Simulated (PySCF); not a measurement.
Run record: geometry optimisation, `F[BH2-][AsH3+]`.

Computed with PBE0-D3(BJ)/def2-SVP geometry optimisation, gas phase (PySCF 2.14.0). Start geometry: GFN2-xTB. A driver script takes a list of jobs; this job's settings line and coordinates (Å) are shown.

Input:
```
{"job": {"xc": "PBE0", "basis": "def2-SVP", "d3": "d3bj", "grid": 1, "maxiter": 30, "shake": 0.01, "kind": "geom"}, "charge": 0, "multiplicity": 1}
F      1.469220     0.193370    -1.096970
B      1.522630    -0.080660     0.188930
As    -1.091030    -0.032240     0.228480
H      1.711490    -1.205080     0.467760
H      1.719700     0.811400     0.917240
H     -1.383800     1.230590    -0.504090
H     -1.411420    -0.830300    -0.970090
H     -2.481650    -0.106240     0.716270
```

Output:
```
step   0  E = -2362.79908837  max force = 0.024419
step   1  E = -2362.80459543  max force = 0.010356
step   2  E = -2362.80535448  max force = 0.001872
step   3  E = -2362.80495715  max force = 0.011068
step   4  E = -2362.80631774  max force = 0.006420
step   5  E = -2362.80694893  max force = 0.006588
step   6  E = -2362.80779182  max force = 0.004129
step   7  E = -2362.80863288  max force = 0.002464
step   8  E = -2362.80827246  max force = 0.009966
step   9  E = -2362.80892623  max force = 0.005735
step  10  E = -2362.80899813  max force = 0.001304
step  11  E = -2362.80908884  max force = 0.001028
step  12  E = -2362.80911874  max force = 0.001209
step  13  E = -2362.80912652  max force = 0.000262
optimisation converged
```

Energies in Eh; «max force» is the largest Cartesian gradient component in Eh/bohr.

Q: At which steps does the energy rise by more than 1e-5 Eh?

A: At steps 3 (+0.40 mEh) and 8 (+0.36 mEh).

Main results: final energy -2362.80913 Eh after 13 steps; dipole 4.00 D.

Hardware: an Intel Xeon Platinum 8488C with one thread, shared host with 96 logical CPUs at a one-minute load of 38. Cost: 29 s of wall time, 0.37 GiB resident at most.
Labels such as C1 count atoms from 1, the log's own numbers from 0.
